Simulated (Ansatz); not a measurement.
The cluster SnO3H2. Total charge 0; singlet. Geometry PBE-D4/def2-SVP.

```xyz
6

Sn    1.488    0.278   -0.277
O     0.731   -1.580    0.057
O    -0.157    1.196    0.736
O    -0.717    1.178   -0.650
H    -1.357    0.434   -0.584
H     0.012   -1.505    0.719
```

In the def2 sets Sn takes a core potential; there is no spin–orbit coupling. HSE06 is defined as in plane-wave codes, on full-range PBE exchange. The structure holds one bond between oxygen atoms, so isomers without such links may lie far lower. The structure comes from a short search, and lower isomers may exist.

Estimate the orbital energies around the gap (eV) in Ansatz with PBE-D4/def2-TZVP, BLYP-D4/def2-TZVP, r2SCAN-D4/def2-TZVP, PBE0-D4/def2-TZVP, HSE06-D4/def2-TZVP.


```
orbital  PBE-D4/def2-TZVP  BLYP-D4/def2-TZVP  r2SCAN-D4/def2-TZVP  PBE0-D4/def2-TZVP  HSE06-D4/def2-TZVP
 HOMO−9            -21.06             -20.85               -22.22             -23.83              -23.42
 HOMO−8            -12.83             -12.67               -13.30             -14.62              -14.20
 HOMO−7            -12.24             -12.10               -12.62             -13.92              -13.50
 HOMO−6            -10.84             -10.68               -11.25             -12.52              -12.11
 HOMO−5            -10.42             -10.25               -10.83             -12.06              -11.66
 HOMO−4             -8.55              -8.44                -8.94             -10.14               -9.72
 HOMO−3             -7.24              -7.13                -7.60              -8.83               -8.42
 HOMO−2             -6.99              -6.89                -7.36              -8.58               -8.17
 HOMO−1             -6.38              -6.29                -6.71              -7.77               -7.36
   HOMO             -6.01              -5.92                -6.38              -7.70               -7.29
   LUMO             -2.79              -2.76                -2.69              -2.12               -2.48
 LUMO+1             -1.39              -1.32                -1.04              -0.56               -0.91
 LUMO+2             -1.18              -1.14                -0.87               0.04               -0.32
 LUMO+3             -0.71              -0.71                -0.17               0.26               -0.13
 LUMO+4              0.50               0.47                 1.22               1.47                1.10
 LUMO+5              1.83               1.78                 2.66               2.79                2.44
```
